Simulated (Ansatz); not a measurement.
A made-up structure of BHSeSO, singlet:

```tsv
atom	x (Å)	y (Å)	z (Å)
S1	-0.1893	-0.9995	0.3807
B2	-0.8293	-1.7589	1.6585
O3	0.3099	-0.4292	-0.6931
Se4	0.9995	1.2618	-0.5447
H5	-0.2907	1.9258	-0.8013
```

It is relaxed with PBE-D4/def2-SVP and then PBE0-D4/def2-TZVP (Ansatz 0.2.0). Atoms count as bonded within 1.22 times the sum of their covalent radii (H–H: 0.88 Å). The end point is not checked to be a true minimum.

Task: Does its bonding change? (A judgement: the text doesn't fix the answer.)

Result: Computed: Yes. Formed: B2–Se4; broken: S1–O3, S1–Se4.

Where it ends: The first stage lowers the energy by 4.29 eV in 13 steps. It ends as BHSeSO ([O][SeH][B][S]):
```csv
atom,x (Å),y (Å),z (Å)
S1,-1.1309,-2.0024,1.1807
B2,-0.3357,-0.7373,0.6135
O3,1.1962,0.3811,-1.5941
Se4,0.7757,0.7770,-0.0568
H5,-0.5053,1.5817,-0.1432
```

Labels in which every atom is bracketed show which atoms are joined, not bond orders.

For scale, one of the runs: PBE0-D4/def2-TZVP relaxation, 153 basis functions, launched by `ansatz run in.yaml --threads 2 --pin off --events-out ev --progress --plain --max-ram 4352MiB`. Hardware: 2 CPU threads of an Arm Neoverse V2, shared host. Wall time about 3 min.
